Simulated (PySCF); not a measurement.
Work out the structure from these simulated measurements.

Formula: C5H9OPSi2.

* NMR, other nuclei: isotropic shieldings of nuclei other than C and H, by class: 303 (1 O), 353 (1 Si), 390 (1 Si), 608 (1 P) ppm [GIAO PBE0/pcSseg-1]
* Dipole: 1.01 D [PBE0/pcSseg-1]
* Rotational structure: rotational constants A, B, C: 2.409, 0.382, 0.340 GHz [GFN2-xTB]
* 13C NMR: chemical shifts (computed TMS as zero) by class: 78.7 (1 C), 74.4 (1 C), 73.6 (1 C), 70.2 (1 C), 11.9 (1 C) ppm [GIAO PBE0/pcSseg-1]
* 1H NMR: chemical shifts (computed TMS as zero) by class: 5.69 (1 H), 5.11 (3 H), 2.37 (1 H), 2.01 (1 H), 1.49 (2 H), 1.09 (1 H) ppm [GIAO PBE0/pcSseg-1]

Electronic properties: PySCF, gas phase, density fitting. Levels stand in brackets. One conformer (not necessarily the lowest) at the GFN2-xTB geometry, without solvent, vibrations or thermal averaging. GFN2-xTB frequencies show an imaginary mode (63i cm⁻¹), so this geometry is no minimum at that level. Each NMR value is the plain mean over a class of atoms that symmetry, rotation or inversion makes alike.

**Question.** Propose a structure and show how it fits.

**Answer.** Numbering: `[CH:1]#[C:2][C:3]#[C:4][CH2:5][Si@H:6]([PH2:7])[O:8][SiH3:9]`. 5 carbons fall into 5 classes; from least to most shielded: alkyne carbon [C4] (78.7 ppm), alkyne carbon [C2] (74.4 ppm), alkyne carbon [C3] (73.6 ppm), terminal alkyne carbon [C1] (70.2 ppm), sp3 carbon bound to silicon [C5] (11.9 ppm). Hydrogen classes from least to most shielded: 1 H on an oxygen-bound silicon, Si6 (5.69 ppm), 3 H on an oxygen-bound silicon, Si9 (5.11 ppm), 1 H on an sp3 carbon bound to silicon, C5 (2.37 ppm), 1 H on an sp3 carbon bound to silicon, C5 (2.01 ppm), 2 H on a three-coordinate phosphorus, P7 (1.49 ppm), 1 H on a terminal alkyne carbon, C1 (1.09 ppm). The other shieldings belong to: 303 ppm, siloxane oxygen [O8]; 353 ppm, oxygen-bound silicon [Si6]; 390 ppm, oxygen-bound silicon [Si9]; 608 ppm, three-coordinate phosphorus [P7]. The optimised geometry has point group C1 and is an asymmetric top. Structure: `C#CC#CC[Si@H](P)O[SiH3]`. Computed isomers that give other values at the same levels: `C#CC#C[SiH2][Si@H](P)OC` (13C chemical shifts (computed TMS as zero) by class: 103.6 (1 C), 80.0 (1 C), 74.8 (1 C), 74.1 (1 C), 56.3 (1 C) ppm). The assignments are read from this structure; whether some other isomer fits the data as well wasn't checked. The mirror image fits equally.

Shape of the structure used: `[CH:1]#[C:2][C:3]#[C:4][CH2:5][Si@H:6]([PH2:7])[O:8][SiH3:9]`: C4–C5–Si6–P7 -55°, C5–Si6–O8–Si9 154°, H–P7–Si6–C5 9°, H–P7–Si6–C5 101°.
